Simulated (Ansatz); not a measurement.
Compare A (`BC#CN`) with its isomer B (`C#CBN`).

Computed with Ansatz on PBE0-D4/def2-TZVP structures; ΔE is electronic, products minus reactants. CBS: MP2 limit from def2 TZ/QZ plus the TZ coupled-cluster correction, frozen cores. Functionals use def2-TZVPP. B3LYP here is the variant with VWN-RPA as its local correlation; programs differ in this. Each species was taken in one conformer, which may not be the lowest.

Problem. Which is lower in electronic energy at CCSD(T)/CBS, and by how much? (Estimate.)

Solution. The calculation gave: B, by 41.5 kcal/mol.

Problem. Give E(B) − E(A) in kcal/mol with B2PLYP, LDA (SPW92), BLYP-D4, B3LYP-D4, CCSD/def2-TZVPP, ωB97M-V, CCSD(T)/def2-SVP. (Estimate.)

Solution. Ansatz gave: B2PLYP -38.3, LDA (SPW92) -32.2, BLYP-D4 -34.6, B3LYP-D4 -35.6, CCSD/def2-TZVPP -41.2, ωB97M-V -38.4, CCSD(T)/def2-SVP -40.8. None reverses the order clearly.

Problem. Does the order hold for the free energy at 298.15 K (harmonic terms from PBE0-D4)? (Best estimate.)

Solution. Ansatz gave: Yes: G(B) − G(A) = -39.9 kcal/mol, for one conformer each.

Largest T1 diagnostic: 0.015.

From r2SCAN to r2SCAN0 (25 % exact exchange), in def2-TZVPP and without D4, E(B) − E(A) moves by −0.9 kcal/mol. In def2-TZVPP, CCSD(T) changes the Hartree–Fock value by −3.1 kcal/mol (the triples alone add −0.0 kcal/mol) and MP2 by −4.1 kcal/mol.
